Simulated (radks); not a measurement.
Polarisability of neutral xenon, [Xe], at imaginary frequency. Calculated with a radial shooting solver on a logarithmic mesh with Libxc functionals: scalar-relativistic Kohn-Sham, LB94 model potential, spin-polarised, spherical densities, finite nucleus; Fermi nuclear charge, rms radius 4.7859 fm. Response by self-consistent Sternheimer equations with the Hartree and adiabatic LDA kernel, the relativistic mass of each level held fixed and spin-orbit coupling left out.

| w (hartree) | alpha1(iw) (bohr^3) | alpha2(iw) (bohr^5) |
|---|---|---|
| 0.00266 | 27.03 | 201.9 |
| 0.0143 | 27.00 | 201.7 |
| 0.0360 | 26.87 | 200.9 |
| 0.0697 | 26.43 | 198.4 |
| 0.118 | 25.39 | 192.4 |
| 0.186 | 23.37 | 180.2 |
| 0.280 | 20.15 | 159.7 |
| 0.413 | 15.91 | 130.5 |
| 0.605 | 11.35 | 96.29 |
| 0.892 | 7.277 | 62.88 |
| 1.35 | 4.224 | 35.74 |
| 2.12 | 2.236 | 17.31 |
| 3.59 | 1.049 | 6.903 |
| 6.94 | 0.3798 | 2.080 |
| 17.5 | 0.08175 | 0.3613 |

Static values: alpha1 = 27.03 bohr^3 (4.005 angstrom^3; uncoupled 45.05), alpha2 = 201.9 bohr^5, alpha3 = 3152 bohr^7. C6 = 284.1, C8 = 11210, triple-dipole C9 = 5506 atomic units. One-pole (London) frequency 4 C6 / (3 alpha1^2) = 0.519 hartree, against 0.474 for minus the highest occupied eigenvalue. Recommended static value: 27.32 bohr^3 (Schwerdtfeger and Nagle, 2023 table).
